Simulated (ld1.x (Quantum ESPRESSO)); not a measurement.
## Before and after: TM potential for O (Z = 8)

```
Element                 : oxygen
Generator               : ld1.x (Quantum ESPRESSO) 7.5
Type                    : norm-conserving Troullier–Martins (Kleinman–Bylander form)
Functional              : PBE
Relativity              : non-relativistic
Frozen core             : [He]
Valence charge          : 6
Reference configuration : 2s2 2p3.75 (charge +0.25)
Partial waves           : 2s (bound): rc 0.75 bohr; 2p (bound): rc 1.45 bohr; 3d channel at 0.35 Ry: rc 1.30 bohr
Local potential         : the d channel
Core correction         : Bessel-smoothed model core inside 0.60 bohr
```

Change: all radii but the core radius scaled by about 1.37 (s 1.02, p 1.98, d 1.78 bohr).

Cutoffs: the cutoffs (Ry, on a coarse ladder) from which the occupation-weighted sum of valence levels, in a spherical-Bessel basis at the reference potential, stays within 10 and 1 mRy of its value at 400 Ry; they do not see the model core or the augmentation charge, which bear on the density cutoff. Errors are all-electron minus pseudo energies relative to the spin-unpolarised reference configuration.

Problem. How do hardness, ghosts and transferability respond?

Solution. The potential gets softer (80 Ry and 200 Ry → 60 Ry and 140 Ry); of the 7 tests that both files solve, the error grows in 6 and shrinks in 1 by more than 15 % and 0.3 meV (median size 22.0 → 47.7 meV); neither file shows a bound ghost. A larger radius leaves more room for a smooth pseudo-wave, so fewer plane waves are needed.

| quantity | base | changed |
| --- | --- | --- |
| cutoff, loose | 80 Ry | 60 Ry |
| cutoff, tight | 200 Ry | 140 Ry |
| loose cutoff by channel (10 mRy a level) | s 70 Ry, p 55 Ry | s 50 Ry, p 35 Ry |
| bound ghosts | none | none |
| error for 2s2 2p4, meV [ΔE -2.69 eV] | +0.3 | +1.9 |
| error for 2s2 2p3, meV [ΔE 13.75 eV] | +10 | +48 |
| error for 2s2 2p2, meV [ΔE 47.34 eV] | +133 | +525 |
| error for 2s2 2p0, meV [ΔE 178.11 eV] | +2037 | +6118 |
| error for 2s1 2p4, meV [ΔE 28.92 eV] | -22 | -132 |
| error for 2s2 2p3.5, meV [ΔE 3.60 eV] | +0.6 | +3.3 |
| error for 2s0 2p6, meV [ΔE 27.14 eV] | +57 | +13 |
